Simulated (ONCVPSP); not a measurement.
## PBE ONCV dataset for Sn, fully relativistic all-electron reference.

| Item | Value |
| --- | --- |
| Element | tin (Sn) |
| Generator | ONCVPSP 4.0.1 |
| Type | optimised norm-conserving Vanderbilt (ONCV) |
| Functional | PBE |
| Relativity | fully relativistic |
| Frozen core | [Ar] 3d10 |
| Valence charge | 22 |
| Reference configuration | 4s2 4p6 4d10 5s1 5p3 |
| Partial waves | 4s+5s: rc 1.40 bohr, ncon 3, nbas 6, qcut 7.8 1/bohr, 2 projectors; 4p+5p: rc 1.35 bohr, ncon 3, nbas 7, qcut 12.8 1/bohr, 2 projectors; 4d: rc 1.50 bohr, ncon 5, nbas 10, qcut 8.3 1/bohr, 3 projectors, debl 1.3 Ha |
| Local potential | polynomial inside 1.30 bohr (lpopt 4, dvloc0 -1 Ha) |
| Core correction | Teter function, fcfact 4.25, rcfact 1.3 |

Open shells are filled in proportion to 2j + 1.

All-electron outer shells of the reference configuration (PBE, scalar-relativistic, ld1.x):

```tsv
shell	level (eV)	outermost node (bohr)	outermost maximum (bohr)
3p	-700.35	0.14	0.30
3d	-474.96	–	0.25
4s	-135.48	0.40	0.74
4p	-91.24	0.41	0.79
4d	-27.32	0.39	0.88
5s	-11.41	0.98	1.99
5p	-4.32	1.09	2.52
```

Problem. Estimate the cutoffs (Ha) at which the residual kinetic energy of the hardest occupied pseudo-wave falls to 1 and 0.1 mHa per electron.

Solution. 48 Ha and 110 Ha.

Problem. Does the potential have ghost states?

Solution. No bound ghost flagged; GHOST(+) flags only above 600 eV.

Problem. Tests: 4s2 4p6 4d10 5s2 5p2; 4s2 4p6 4d10 5s2 5p1; 4s2 4p6 4d10 5s2 5p0; 4s1 4p6 4d10 5s2 5p2. Which has the largest error in its energy relative to the reference configuration, and how large is it?

Solution. 4s1 4p6 4d10 5s2 5p2, with -438 meV (all-electron minus pseudo) on +135.17 eV.
